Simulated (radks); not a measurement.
Values are calculated unless marked as measured or tabulated.
How relativity changes the ionisation of neutral thallium ([Hg] 6p1) to Tl+ ([Hg]). Spin-unpolarised spherical Kohn-Sham, BLYP, point nucleus unless stated (finite: rms radius 5.4759 fm), a radial shooting solver on a logarithmic mesh with Libxc functionals. A level marked "c x" has the speed of light scaled by that factor and shares open shells by 2j + 1; other Dirac levels either fill j = l - 1/2 first or share by 2j + 1.

| level | E(Tl) (hartree) | E(Tl+) (hartree) | IE (eV) | HOMO | <r> HOMO (bohr) |
|---|---|---|---|---|---|
| non-rel. | -18966.4105 | -18966.2156 | 5.303 | 6p | 3.893 |
| scalar-rel. | -20246.9952 | -20246.8045 | 5.189 | 6p | 3.865 |
| scalar-rel., finite nucleus | -20241.7387 | -20241.5479 | 5.191 | 6p | 3.865 |
| Dirac, 2j+1 shares | -20289.9278 | -20289.7333 | 5.293 | 6p3/2 | 4.061 |
| Dirac, low j first | -20289.9523 | -20289.7333 | 5.961 | 6p1/2 | 3.485 |
| Dirac, 2j+1 shares, finite nucleus | -20284.6057 | -20284.4111 | 5.295 | 6p3/2 | 4.060 |
| Dirac, c x 0.75 | -21865.5107 | -21865.3073 | 5.535 | 6p3/2 | 4.288 |
| Dirac, c x 2 | -19252.1913 | -19251.9970 | 5.288 | 6p3/2 | 3.926 |
| Dirac, c x 5 | -19010.5543 | -19010.3595 | 5.301 | 6p3/2 | 3.898 |

NIST Atomic Spectra Database: 6.108 eV (measured). The relativistic part of the total energy of Tl is -1318 hartree (Dirac, 2j+1 shares, finite nucleus), 7 % of the non-relativistic value. Spin polarisation and multiplet splitting of open shells are left out at every level.

Beside tabulated values, note that relativity, absent from the non-relativistic runs, is large for the heavy elements, and spin-unpolarised runs miss the spin-polarisation part of the exchange energy of open shells, and scalar-relativistic runs lack spin-orbit coupling.
